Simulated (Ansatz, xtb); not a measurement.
Relative energy of two isomers of C3H7NSeSi2

Structure a: `C=C[Si@H](C#N)[Se][SiH3]`, a singlet. Structure b: `C=C[SiH2][Se][SiH2]C#N`, a singlet. Both are isolated molecules in the gas phase, relaxed with PBE-D3(BJ)/def2-SVP, each in the lowest conformer that the search found.

a (Å):

```tsv
atom	x (Å)	y (Å)	z (Å)
C	3.1416	1.4884	0.4219
C	2.2024	1.1399	-0.4784
C	-0.6040	0.0316	-0.4889
N	-1.7351	0.3477	-0.5081
Se	1.5274	-1.5922	1.5826
Si	1.2018	-0.4377	-0.3698
Si	0.2688	-0.1556	2.8974
H	3.7246	2.4200	0.3241
H	3.3615	0.8504	1.2964
H	2.0023	1.8056	-1.3393
H	1.4746	-1.3833	-1.5012
H	0.6791	-0.4745	4.3059
H	-1.1973	-0.4064	2.7080
H	0.5987	1.2709	2.5651
```

b (Å):

```xyz
14

C     2.4085    0.0102    1.9926
C     1.4693   -0.9568    1.9847
C    -1.3958    0.9506    0.5872
N    -2.2730    0.5716    1.2696
Se    1.0288   -0.3622   -1.4104
Si    0.7699   -1.7504    0.4339
Si    0.0406    1.4802   -0.4772
H     2.8292    0.4126    1.0538
H     2.7944    0.4417    2.9320
H     1.0703   -1.3178    2.9518
H    -0.6794   -2.0865    0.6259
H     1.5181   -2.9902    0.0273
H    -0.4947    2.3309   -1.5878
H     0.9470    2.2794    0.4089
```

Problem. Which of the two would you expect CCSD(T)/def2-SVP + ΔMP2/def2-TZVPP electronic energies to favour?

Solution. Structure a; the calculation gives E(b) − E(a) = +1.07 kcal/mol.

The same difference at several levels:

```csv
level,geometry,E(b) − E(a) (kcal/mol),departure from the last row (kcal/mol),"job, with rough time for the two"
PBE-D3(BJ)/def2-SVP,PBE-D3(BJ)/def2-SVP,+0.98,−0.09,"optimisation, 87 s"
HF/def2-SVP,PBE-D3(BJ)/def2-SVP,+1.54,+0.47,part of the CCSD(T) run
MP2/def2-SVP,PBE-D3(BJ)/def2-SVP,+1.07,0.00,part of the CCSD(T) run
CCSD(T)/def2-SVP,PBE-D3(BJ)/def2-SVP,+1.03,−0.04,single point
CCSD(T)/def2-SVP + ΔMP2/def2-TZVPP,PBE-D3(BJ)/def2-SVP,+1.07,,"single point, 2 min"
```

As drawn, both hold the same kinds of bond in the same numbers.

None of the levels shown reverses the order. The largest departure from CCSD(T)/def2-SVP + ΔMP2/def2-TZVPP is that of HF/def2-SVP, 0.47 kcal/mol. Levels run at GFN2-xTB geometries aren't shown. The last row adds to CCSD(T) the change of the MP2 difference between the two basis sets, here +0.04 kcal/mol.

With thermal terms from frequencies at re-optimised GFN2-xTB minima (ideal gas, soft modes damped towards free rotors, one conformer each, 298.15 K, 1 atm): on the last row, ΔE + ΔZPE = +1.21, ΔH = +1.01, ΔG = +1.71 kcal/mol.

The correlated steps freeze 23 core orbitals; the filled d shell of Se is correlated, in a basis made for valence electrons. Mirror images aren't counted in ΔG. Programs: Ansatz 0.2.0, xtb 6.7.1; the last row on 4 threads of Arm Neoverse V1 on a shared host.
